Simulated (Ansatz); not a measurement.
Born–Oppenheimer molecular dynamics of a periodic cell of 17 atoms, Si₁₆O (host Si, host structure diamond, interstitial O). It starts from a partly relaxed structure (largest force component 0.06 eV/Å).

Method: DFT PBE, scalar-relativistic, plane waves, PAW (Ansatz). Settings: PAW set soft_1, cutoff 420 eV, k mesh 2x2x2, fermi-dirac smearing 0.02 eV, spin collinear.

```yaml
ensemble: NVT, Nosé–Hoover chain
time_step: 1 fs
steps_asked: 170
set_temperature: 1200 K
thermostat: time constant 100 fs, chain length 5
seed: 355681
```

First frame:

```xyz
17
Lattice="0.0000 5.4300 5.4300 5.4300 0.0000 5.4300 5.4300 5.4300 0.0000" Properties=species:S:1:pos:R:3
Si -0.046 0.042 0.043
Si 1.386 1.309 1.405
Si 2.811 2.575 0.031
Si 4.104 4.024 1.372
Si 2.760 -0.019 2.771
Si 3.827 1.411 4.345
Si 5.164 2.698 2.941
Si 6.932 3.810 3.944
Si 0.022 2.682 2.734
Si 1.298 4.110 4.098
Si 2.784 5.350 2.739
Si 4.179 6.673 4.082
Si 2.493 2.804 5.650
Si 4.105 4.058 6.814
Si 5.533 5.135 5.247
Si 6.856 6.434 6.647
O 5.501 6.709 7.574
```

Task: What does the run give?

Result: The run went to its last step.

* steps done: 170
* time covered: 170 fs
* mean temperature over the second half: 762 K
* spread of the potential energy over the second half: 9.5 meV per atom
* mean potential energy of the second half above the start: 98.2 meV per atom

The conserved energy stayed within 0.22 meV per atom of its start (net change 0.18 meV per atom), so the integration is sound. The mean temperature of the second half is 37 % below the set value. A run of 0.17 ps of so small a system gives no equilibrium averages. Limits of this set-up: a small cell, in which the defect meets its images.

Task: What happens to the structure?

Result: Mean squared displacements from the first frame to the last, about the centre of mass: Si 0.03 Å², O 0.10 Å². This is one draw of velocities; another would differ in detail.

Task: How do temperature and energy run in time?

Result: 
| time (fs) | T (K) | potential energy less start (eV) | conserved less start (meV/atom) |
| --- | --- | --- | --- |
| 0 | 1200 | 0.000 | 0.00 |
| 5 | 1011 | 0.392 | 0.05 |
| 10 | 605 | 1.235 | 0.15 |
| 15 | 296 | 1.878 | 0.21 |
| 20 | 273 | 1.928 | 0.20 |
| 25 | 507 | 1.452 | 0.13 |
| 30 | 793 | 0.878 | 0.07 |
| 35 | 928 | 0.627 | 0.06 |
| 40 | 853 | 0.816 | 0.08 |
| 45 | 645 | 1.276 | 0.13 |
| 50 | 433 | 1.740 | 0.15 |
| 55 | 312 | 2.008 | 0.17 |
| 60 | 353 | 1.942 | 0.18 |
| 65 | 571 | 1.520 | 0.12 |
| 70 | 799 | 1.095 | 0.07 |
| 75 | 852 | 1.045 | 0.07 |
| 80 | 705 | 1.407 | 0.12 |
| 85 | 512 | 1.851 | 0.19 |
| 90 | 455 | 2.002 | 0.19 |
| 95 | 568 | 1.803 | 0.16 |
| 100 | 731 | 1.512 | 0.11 |
| 105 | 794 | 1.433 | 0.10 |
| 110 | 719 | 1.637 | 0.15 |
| 115 | 648 | 1.823 | 0.20 |
| 120 | 700 | 1.751 | 0.17 |
| 125 | 807 | 1.569 | 0.14 |
| 130 | 891 | 1.434 | 0.13 |
| 135 | 921 | 1.412 | 0.13 |
| 140 | 879 | 1.536 | 0.14 |
| 145 | 800 | 1.733 | 0.18 |
| 150 | 774 | 1.815 | 0.19 |
| 155 | 827 | 1.735 | 0.16 |
| 160 | 882 | 1.655 | 0.14 |
| 165 | 879 | 1.695 | 0.17 |
| 170 | 887 | 1.713 | 0.18 |

Time of the run: 15 min on 1 thread of Arm Neoverse V2, on a shared host, peak memory 0.62 GiB.
